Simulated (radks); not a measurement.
Question: These are the eigenvalues of the occupied orbitals of an atom or ion with whole-number occupations (Ry). All-electron calculation, Dirac Kohn-Sham, PBE, spin-unpolarised, spherical densities, point nucleus. Program: a radial shooting solver on a logarithmic mesh with Libxc functionals.

orbital  eigenvalue
1s1/2     -558.7677
2s1/2     -66.91566
2p1/2     -58.15504
2p3/2     -57.06606
3s1/2      -8.32597
3p1/2      -5.70282
3p3/2      -5.56387
3d3/2      -1.33213
3d5/2      -1.31631
4p1/2      -0.28487
4p3/2      -0.27777

Which element is it, and in what charge state? The configuration may be excited. Open shells, if any, fill j = l - 1/2 first.

Answer: Z = 27, cobalt, charge 0: Co in [Ar] 3d6 4p3. The list shows which subshells hold electrons but not how many an open one holds; the 1s level, -279.38 hartree, gives Z - s = 23.6 by -(Z - s)^2/2, which with screening and relativity narrows Z to a few neighbours, and the depths of the outer levels then fix element, charge and occupations together.
